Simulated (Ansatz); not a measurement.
Input:

```yaml
crystal:
  periodic: [false, false, false]
  atoms:
    - { symbol: Zr, position_ang: [0.20535, -0.255571, 0.110459] }
    - { symbol: "N", position_ang: [0.173816, -0.107151, 2.257731] }
    - { symbol: H, position_ang: [-0.558567, -0.486135, 2.859985] }
    - { symbol: H, position_ang: [0.554075, 0.737176, 2.69385] }
    - { symbol: Cl, position_ang: [2.267658, 0.488, -0.732716] }
    - { symbol: Cl, position_ang: [-1.119023, 1.679113, -0.220551] }
    - { symbol: Cl, position_ang: [-1.090137, -1.79641, -1.113095] }
    - { symbol: P, position_ang: [1.666004, -2.635207, 1.361512] }
    - { symbol: H, position_ang: [0.486515, -3.357797, 1.013449] }
    - { symbol: H, position_ang: [2.076926, -2.410377, 0.013309] }
    - { symbol: H, position_ang: [0.979681, -1.16404, 2.016467] }
basis:
  gaussian: { orbitals: def2-SVP }
hamiltonian:
  xc: b3lyp
  dispersion: d4
phonons: {}
```

Launched with:

```bash
$ ansatz run input.yaml --threads 4 --pin off --max-ram 5120MiB --backend cpu --events-out ev --progress --plain --runs-dir out
```

Hardware: 4 threads of Intel(R) Xeon(R) Platinum 8488C (Sapphire Rapids), on a shared host.

Question: Roughly how long does this run take, and how much memory?

Answer: 120 s, with a peak of 0.5 GiB, for 0 ionic steps.
